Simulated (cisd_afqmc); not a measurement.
Input (AFQMC/CISD/aug-cc-pVDZ; cisd_afqmc is a phaseless AFQMC code with CISD trial states that reads the integrals written by Ansatz):

Ansatz 0.2 input:
```python
import cisd_afqmc

open("ham.yaml", "w").write("""\
crystal:
  periodic: [false, false, false]
  atoms:
    - {symbol: B, position_ang: [0.00000000, 0.00000000, 0.00000000]}
basis:
  gaussian:
    orbitals: aug-cc-pVDZ
magnetization: {spin_polarized: true, initial_magnetization: 1}
correlation: {method: ccsd, electrons: outside_noble_gas, hamiltonian_folder: ham}
scf: {lower_state_search: full}
""")
rep = cisd_afqmc.ansatz("ham.yaml")
e_ccsd = rep["correlation"]["coupled_cluster"]["energy"]["hartree"]
out = cisd_afqmc.run("ham", e_ccsd, trial="CISD", walkers=200, populations=8, threads=8, dt=0.005, steps=40, early=24, settle=10, least=32,
    cut=5e-5, rank_cut=2e-4, target=0.0004, seconds=1500, seed=1, memory=12960, gpu=False)
```

Output:

```
orbitals 22, occupied [2, 1], factors 92 of 121, rank of the doubles 28 of 61
E(HF) = -24.530574
E(CCSD) on the cut factors = -24.590198, shift to the whole factors 0.000005
Energy of the trial state on the determinant = -24.590194
  tau behind 7.2 of longer steps, mean of the populations' last blocks
   2.0  -24.59153
   4.0  -24.59083
   6.0  -24.59134
   8.0  -24.59046
blocks 355 (13 outliers left out), error by blocks joined: 1: 0.00002, 2: 0.00003, 4: 0.00003, 8: 0.00003, 16: 0.00003
E(AFQMC/CISD) = -24.59137 +/- 0.00003
```
